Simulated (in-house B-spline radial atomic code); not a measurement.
Configurations of the germanium ion Ge²⁺, with energies counted from [Ar] 3d10 4s2. Computed with a B-spline radial code for spherical atoms: scalar-relativistic (X2C) CAM-B3LYP, spin-polarised, spherical fractional occupations, exact exchange averaged over the configuration, Fermi nucleus of rms radius 4.0742 fm. Shells without spins written out take the highest spin.

Occupations are held fixed; configurations that lie above the ionisation limit could autoionise.

| configuration | E - E(ref) (eV) | highest orbital | its <r> (bohr) |
| --- | --- | --- | --- |
| [Ar] 3d10 4s1 4p1 | 8.1648 | 4p up | 2.273 |
| [Ar] 3d10 4s1 4f1 | 26.55 | 4f up | 5.687 |
| [Ar] 3d9 4s2 4p1 | 32.406 | 4p up | 2.177 |
| [Ar] 3d9 4s2 5s1 | 45.217 | 5s up | 4.221 |
| [Ne] 3s2 3p5 3d10 4s2 5d1 | 141.09 | 5d up | 6.722 |
| [Ne] 3s2 3p5 3d10 4s2 5f1 | 143.98 | 5f up | 9.738 |

Q: Order these further configurations by energy, lowest first.
A. [Ne] 3s2 3p5 3d10 4s2 4p1
B. [Ne] 3s2 3p5 3d10 4s2 4d1
C. [Ar] 3d10 4s1 5s1
D. [Ne] 3s2 3p5 3d10 4s2 5s1
E. [Ne] 3s2 3p5 3d10 4s2 4f1

A: C (19.933 eV), A (121.33 eV), D (134.18 eV), B (134.47 eV), E (141.22 eV).

Q: How far above the reference does [Ar] 3d9 4s2 5p1 lie?

A: 48.146 eV; its least bound orbital is 5p up with <r> = 4.91 bohr.
